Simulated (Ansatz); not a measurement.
`O[PH][InH2]` + `N[SiH3]` → `OPN[SiH3]` + `[InH3]` at 500 K and 1 bar (cleavage of the P–In bond).

Isolated molecules relaxed with PBE0-D4/def2-TZVP in Ansatz; ΔE leaves out vibrations. CBS: MP2 limit from def2 TZ/QZ plus the TZ coupled-cluster correction, frozen cores. This one scheme is used for every species. Elements past krypton have def2 core potentials. For In outer-core shells are correlated without core-valence functions, which leaves a few kJ/mol of doubt a bond. Each species was taken in one conformer, which may not be the lowest.

```csv
species,CCSD(T)/CBS energy (Eh),H − E (kJ/mol),S (J/(mol·K))
`O[PH][InH2]`,-608.31080,131.5,385.5
`N[SiH3]`,-346.80422,161.3,303.9
`OPN[SiH3]`,-763.54366,218.4,405.0
`[InH3]`,-191.56739,65.2,255.5
```

H − E and S are ideal-gas, rigid-rotor, harmonic terms from PBE0-D4/def2-TZVP, for one conformer and one mirror image of each species. 1 Eh = 2625.50 kJ/mol, R = 8.31446 J/(mol·K).

**Question.** By hand: ΔE, ΔH, ΔS and ΔG.

**Answer.** ΔE = (-763.54366) + (-191.56739) − (-608.31080) − (-346.80422) = 0.00397 Eh = 10.4 kJ/mol. Δ(H − E) = 218.4 + 65.2 − 131.5 − 161.3 = -9.2, so ΔH = 1.2 kJ/mol. ΔS = 405.0 + 255.5 − 385.5 − 303.9 = -28.9 J/(mol·K). ΔG = 1.2 − 500 × (-28.9)/1000 = 15.6 kJ/mol.

**Question.** By hand: the equilibrium constant, and the temperature at which ΔG would vanish if ΔH and ΔS stayed fixed.

**Answer.** log₁₀ K = −ΔG/(RT ln 10) = -1.6. ΔH and −TΔS have one sign here, so there is no such temperature.

TΔS isn't small against ΔH here. A doubt of 5 kJ/mol in ΔE shifts log₁₀ K by 0.5 here. Other conformers and mirror images would add mixing entropy, several J/(mol·K) or more a flexible species. Modes under 60 cm⁻¹, often nearly free rotors, make the harmonic entropy too high. These are equilibria of isolated gas molecules and say nothing of rates. Largest T1 diagnostic: 0.015 (customary marks: 0.02 for closed shells, 0.045 for open ones).
